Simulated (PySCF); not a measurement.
**Correlation energy of W(2+) (tungsten, charge +2)**

[Xe] 4f14 5d3 6s1, high-spin 5F determinant (an excited configuration). Calculation: PySCF 2.14, in aug-cc-pVTZ-PP with one added diffuse shell each of s, p, d, f, g type with ECP60MDF (7s7p6d4f3g, 113 functions); a scalar-relativistic core potential. Frozen: 5s2 5p6; 4 electrons correlated.

MP2 pair energies summed by pair of shells (mhartree):

```csv
pair,energy,share (%)
5d-5d,-13.93,50.2
5d-6s,-13.80,49.8
```

Total MP2 correlation energy: -27.73 mhartree.

Same-spin part -27.73 and opposite-spin part 0.00 mhartree; SCS-MP2 scales them by 1/3 and 6/5 to -9.24 mhartree.
